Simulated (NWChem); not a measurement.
System: GeNH4Br; SMILES [NH2][GeH2][Br]

The following NWChem deck was run.

```
start job
memory heap 200 mb stack 900 mb global 1100 mb
geometry units angstroms noautoz
  Ge     0.382270     0.912613     0.049590
  N     -1.097345     1.959776     0.165238
  Br    -0.094533    -1.343326    -0.339983
  H      1.213175     1.379670    -1.149578
  H      1.115924     0.962995     1.393282
  H     -1.713398     1.756433     0.948053
  H     -1.652768     2.022818    -0.684003
end
basis spherical
  * library def2-svpd
end
dft
  xc xtpss03 ctpss03
  iterations 150
  mulliken
end
task dft energy
```

The geometry was optimised at PBE0/def2-SVP.

Question: Give the results of this calculation. (TPSS/def2-SVPD.) Quantities: basis functions; energy (Ha); highest occupied level (eV); orbital gap (eV); dipole (D).

Answer: 
```json
{
  "number_of_basis_functions": "131",
  "energy (Ha)": "-4707.66",
  "highest occupied level (eV)": "-6.60",
  "orbital gap (eV)": "5.48",
  "dipole (D)": "1.84"
}
```
